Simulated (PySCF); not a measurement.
Electron correlation in O²⁺ (oxygen, charge +2)

[He] 2s1 2p2 3s1, high-spin 5P determinant (an excited configuration). Calculation: PySCF 2.14, in dyall-av3z; no relativity, point nucleus. Frozen: 1s2; 4 electrons correlated; the 13 highest virtual orbitals of each spin left out.

```
  level  correlation energy (mhartree)
   CCSD                         -24.62
    (T)                          -0.15
CCSD(T)                         -24.77
```

Diagnostics: T1 = 0.0041, D1 = 0.0111, largest double amplitude 0.043.

Problem. Is a single reference adequate?

Solution. Yes: T1 lies below 0.03 and no double amplitude reaches 0.07.
